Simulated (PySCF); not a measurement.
# A search over the determinants of CaS

Unrestricted PBE0; basis Ca def2-SVPD, S def2-SVPD; no relativity; PySCF 2.14. Outer shells of the fragments: Ca 4s2; S 3s2 3p4.

Followed along the bond (rough minima from three points):

```tsv
2Ms+1	unpaired	⟨S²⟩ at the start	R at minimum (Å)	Te (eV)
1	none	0.00	2.31	0.00
3	σ ↑, π ↑	2.00	2.59	0.87
1	σ ↓, π ↑	1.00	2.59	0.88
3	σ ↑↑	2.00	2.47	1.48
```

Solutions found at the starting distance of 2.575 Å, counted from the lowest of them; the search is not exhaustive and high or unbound solutions are not listed, so other states can lie among these:

| 2Ms+1 | unpaired | term | E (eV) | ⟨S²⟩ | ⟨Lz²⟩ | μ (D) |
| --- | --- | --- | --- | --- | --- | --- |
| 1 | none | ¹Σ⁺ | 0.00 | 0.00 | 0.00 | -11.64 |
| 3 | σ ↑, π ↑ | ³Π | 0.48 | 2.00 | 1.01 | -3.98 |
| 1 | σ ↓, π ↑ | mixed | 0.49 | 1.00 | 1.01 | -3.97 |
| 3 | σ ↑↑ | ³Σ⁺ | 1.14 | 2.00 | 0.00 | -4.01 |
| 3 | π ↑↑ | mixed | 2.11 | 2.00 | 2.01 | -3.96 |
| 1 | π ↑↓ | mixed | 2.15 | 1.01 | 2.01 | -3.93 |
| 3 | π ↑↑ | mixed | 2.16 | 2.00 | 2.01 | -3.96 |
| 3 | π ↑, δ ↑ | mixed | 2.62 | 2.00 | 5.01 | -8.11 |
| 1 | π ↑, δ ↓ | mixed | 2.62 | 1.01 | 5.01 | -8.07 |

A term symbol is given only where ⟨S²⟩ and ⟨Lz²⟩ are close to those of a pure state; real π, δ and φ orbitals otherwise mix terms. A positive dipole means Ca(−)S(+).

Compare the gap between the two lowest followed solutions at the starting distance with the gap between their minima.

At PBE0 the second solution (triplet, unpaired electrons σ ↑, π ↑) lies +0.48 eV from the first (singlet, closed shell) at 2.575 Å and +0.87 eV at the minima; the two curves relax by different amounts, since their minima lie near 2.59 and 2.31 Å.

The measured ground state is X ¹Σ+ (Huber and Herzberg, Constants of Diatomic Molecules (1979)).

Counting both spins, an empty level lies below a filled one in some of these solutions, because spin and occupation are held.
